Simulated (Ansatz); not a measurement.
Gas-phase electronic energies from Ansatz, PBE0-D4/def2-TZVP geometries. CCSD(T)/CBS adds triple-zeta CCSD(T) − MP2 to the extrapolated MP2 energy (def2 sets, frozen cores). This one scheme is used for every species. DFT in def2-TZVPP. B3LYP here is the variant with VWN-RPA as its local correlation; programs differ in this. Each species was taken in one conformer, which may not be the lowest.

Consider the ligand exchange at the Si–N bond: `N[SiH](N)O` + `N[SiH](O)Cl` → `N[Si@H](Cl)O[Si@@H](N)O` + NH₃.

```csv
level,ΔE (kJ/mol),difference from CCSD(T)/CBS
PBE-D4,-58.3,7.3
r2SCAN-D4,-64.2,1.4
PBE0-D4,-61.8,3.8
B3LYP-D4,-68.8,-3.2
ωB97X-V,-63.6,2.0
ωB97M-V,-63.2,2.4
B2PLYP,-62.0,3.6
PBE,-51.9,13.7
r2SCAN,-61.8,3.8
PBE0,-55.6,10.0
B3LYP,-59.1,6.5
HF/def2-TZVPP,-69.6,-4.0
MP2/def2-TZVPP,-64.2,1.4
SCS-MP2/def2-TZVPP,-65.1,0.5
CCSD/def2-TZVPP,-65.6,0.0
CCSD(T)/def2-TZVPP,-65.2,0.4
HF/def2-QZVPP,-71.2,-5.6
MP2/def2-QZVPP,-65.0,0.6
SCS-MP2/def2-QZVPP,-65.7,-0.1
HF/CBS(def2),-71.4,-5.8
MP2/CBS(def2),-64.6,1.0
CCSD/CBS(def2),-66.0,-0.4
CCSD(T)/CBS,-65.6,0
```

Largest T1 diagnostic among the species: 0.011.

In def2-TZVPP, CCSD(T) changes the Hartree–Fock value by +4.4 kJ/mol (the triples alone add +0.4 kJ/mol) and MP2 by +5.4 kJ/mol. From PBE to PBE0 (25 % exact exchange), in def2-TZVPP and without D4, ΔE moves by −3.7 kJ/mol.
